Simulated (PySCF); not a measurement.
C$_{4}$H$_{8}$O$_{2}$S, quintet, geometry from GFN2-xTB of the parent state (a higher spin typed on purpose: for a closed-shell molecule this is an excited state); PySCF with B3LYP/3-21G.

PySCF was given this input:
```python
from pyscf import gto, scf, dft

mol = gto.Mole()
mol.atom = '''
    O     1.599527    0.875451   -0.676870
    S     0.602141    0.398753    0.241387
    O     0.786503    0.704641    1.633386
    C    -1.066395    0.927887   -0.299577
    C    -1.607022   -0.314401   -0.972772
    C    -1.150763   -1.511876   -0.132773
    C     0.351035   -1.401616    0.012803
    H    -1.617656    1.197006    0.596054
    H    -0.960681    1.781152   -0.959337
    H    -2.694366   -0.288813   -1.053931
    H    -1.188259   -0.397225   -1.977514
    H    -1.442733   -2.450882   -0.604557
    H    -1.618134   -1.461242    0.852482
    H     0.753413   -1.918410    0.876248
    H     0.884786   -1.682331   -0.889848
'''
mol.basis = '3-21g'
mol.charge = 0
mol.spin = 4
mol.verbose = 4
mol.build()

mf = dft.ROKS(mol)
mf.xc = 'b3lyp'
mf.kernel()
```

What does PySCF print? Leave out banner, timings and long lists.


```
PySCF version 2.14.0

[INPUT] verbose = 4
[INPUT] num. atoms = 15
[INPUT] num. electrons = 64
[INPUT] charge = 0
[INPUT] spin (= nelec alpha-beta = 2S) = 4
[INPUT] symmetry False subgroup None
[INPUT] Mole.unit = angstrom
[INPUT] Symbol           X                Y                Z      unit          X                Y                Z       unit  Magmom
[...]
nuclear repulsion = 431.159838308431
number of shells = 53
number of NR pGTOs = 141
number of NR cGTOs = 83
basis = 3-21g
ecp = {}

******** <class 'pyscf.dft.roks.ROKS'> ********
method = ROKS
initial guess = minao
damping factor = 0
level_shift factor = 0
DIIS = <class 'pyscf.scf.diis.CDIIS'>
diis_start_cycle = 1
diis_space = 8
diis_damp = 0
SCF conv_tol = 1e-09
SCF conv_tol_grad = None
SCF max_cycles = 50
direct_scf = True
direct_scf_tol = 1e-13
num. doubly occ = 30  num. singly occ = 4
XC library pyscf.dft.libxc version 7.1.2
    S. Lehtola, C. Steigemann, M. J. T. Oliveira, and M. A. L. Marques,  SoftwareX 7, 1–5 (2018)
XC functionals = b3lyp
    P. J. Stephens, F. J. Devlin, C. F. Chabalowski, and M. J. Frisch,  J. Phys. Chem. 98, 11623 (1994)
radial grids:
    Treutler-Ahlrichs [JCP 102, 346 (1995); DOI:10.1063/1.469408] (M4) radial grids

becke partition: Becke, JCP 88, 2547 (1988); DOI:10.1063/1.454033
pruning grids: <function nwchem_prune>
grids dens level: 3
symmetrized grids: False
atomic radii adjust function: <function treutler_atomic_radii_adjust>
small_rho_cutoff = 0
Set gradient conv threshold to 3.16228e-05
tot grids = 181984
init E= -703.250367059642
[...]
cycle= 1 E= -701.05207909432  delta_E=  2.2  |g|= 1.11  |ddm|= 7.31
[...]
cycle= 2 E= -698.332088749297  delta_E= 2.72  |g|= 3.14  |ddm|= 8.91

WARN: HOMO 0.0669947238216812 >= LUMO 0.0423134705268153

cycle= 3 E= -701.251855914544  delta_E= -2.92  |g|= 0.544  |ddm|= 10.1

WARN: HOMO 0.0665420456543483 >= LUMO 0.047613629530133

cycle= 4 E= -701.135727463285  delta_E= 0.116  |g|= 0.766  |ddm|= 5.95

WARN: HOMO 0.0534560384528035 >= LUMO 0.0237627688015949

cycle= 5 E= -701.408900234167  delta_E= -0.273  |g|= 0.231  |ddm|= 5.97

WARN: HOMO 0.0607282522760615 >= LUMO 0.0570434088330362

cycle= 6 E= -701.418968753647  delta_E= -0.0101  |g|= 0.193  |ddm|=  1.5
[...]
cycle= 7 E= -701.433456017279  delta_E= -0.0145  |g|= 0.145  |ddm|= 1.82
[...]
cycle= 8 E= -701.433512804919  delta_E= -5.68e-05  |g|= 0.174  |ddm|= 2.05
[...]
cycle= 9 E= -701.436672099685  delta_E= -0.00316  |g|= 0.163  |ddm|= 1.07
[...]
cycle= 10 E= -701.439321548366  delta_E= -0.00265  |g|= 0.108  |ddm|= 2.18
[...]
cycle= 11 E= -701.442584581102  delta_E= -0.00326  |g|= 0.0727  |ddm|= 1.66
[...]
cycle= 12 E= -701.446028402827  delta_E= -0.00344  |g|= 0.0451  |ddm|= 1.42
[...]
cycle= 13 E= -701.456162082672  delta_E= -0.0101  |g|= 0.0687  |ddm|= 3.26
[...]
cycle= 14 E= -701.452244432383  delta_E= 0.00392  |g|= 0.0675  |ddm|= 0.924
[...]
cycle= 15 E= -701.444770803929  delta_E= 0.00747  |g|= 0.0629  |ddm|= 2.56
[...]
cycle= 16 E= -701.445470860951  delta_E= -0.0007  |g|= 0.0655  |ddm|= 0.429
[...]
cycle= 17 E= -701.444272548929  delta_E= 0.0012  |g|= 0.0662  |ddm|= 0.915
[...]
cycle= 18 E= -701.445431658443  delta_E= -0.00116  |g|= 0.0312  |ddm|= 0.768
[...]
cycle= 19 E= -701.449237641121  delta_E= -0.00381  |g|= 0.0487  |ddm|= 1.91
[...]
cycle= 20 E= -701.462153050012  delta_E= -0.0129  |g|= 0.0641  |ddm|= 3.83
[...]
cycle= 21 E= -701.462181986443  delta_E= -2.89e-05  |g|= 0.0456  |ddm|= 0.627
[...]
cycle= 22 E= -701.46179338533  delta_E= 0.000389  |g|= 0.0483  |ddm|= 0.148
[...]
cycle= 23 E= -701.462414037633  delta_E= -0.000621  |g|= 0.0505  |ddm|= 0.611
[...]
cycle= 24 E= -701.46278855176  delta_E= -0.000375  |g|= 0.0424  |ddm|= 0.357
[...]
cycle= 25 E= -701.463647447619  delta_E= -0.000859  |g|= 0.0664  |ddm|= 1.08
[...]
cycle= 26 E= -701.465299478718  delta_E= -0.00165  |g|= 0.051  |ddm|= 0.864
[...]
cycle= 27 E= -701.465691010232  delta_E= -0.000392  |g|= 0.0405  |ddm|= 0.328
[...]
cycle= 28 E= -701.46643790062  delta_E= -0.000747  |g|= 0.0198  |ddm|= 0.322
[...]
cycle= 29 E= -701.466488552174  delta_E= -5.07e-05  |g|= 0.00906  |ddm|= 0.324
[...]
cycle= 30 E= -701.466563329277  delta_E= -7.48e-05  |g|= 0.0067  |ddm|= 0.297
[...]
cycle= 31 E= -701.466609542681  delta_E= -4.62e-05  |g|= 0.00295  |ddm|= 0.123
[...]
cycle= 32 E= -701.466612939574  delta_E= -3.4e-06  |g|= 0.00187  |ddm|= 0.0156
[...]
cycle= 33 E= -701.46661390759  delta_E= -9.68e-07  |g|= 0.000957  |ddm|= 0.0242
[...]
cycle= 34 E= -701.466615691445  delta_E= -1.78e-06  |g|= 0.00053  |ddm|= 0.0179
[...]
cycle= 35 E= -701.466616288453  delta_E= -5.97e-07  |g|= 0.00021  |ddm|= 0.00625
[...]
cycle= 36 E= -701.466616338342  delta_E= -4.99e-08  |g|= 0.000145  |ddm|= 0.00383
[...]
cycle= 37 E= -701.466616348211  delta_E= -9.87e-09  |g|= 7.49e-05  |ddm|= 0.000951
[...]
cycle= 38 E= -701.466616351478  delta_E= -3.27e-09  |g|= 2.96e-05  |ddm|= 0.000783
[...]
cycle= 39 E= -701.46661635285  delta_E= -1.37e-09  |g|= 1.78e-05  |ddm|= 0.000541
[...]
cycle= 40 E= -701.466616353034  delta_E= -1.84e-10  |g|= 7.55e-06  |ddm|= 0.000228
[...]
Extra cycle  E= -701.466616352926  delta_E= 1.08e-10  |g|= 1.37e-05  |ddm|= 0.000129
converged SCF energy = -701.466616352926
```
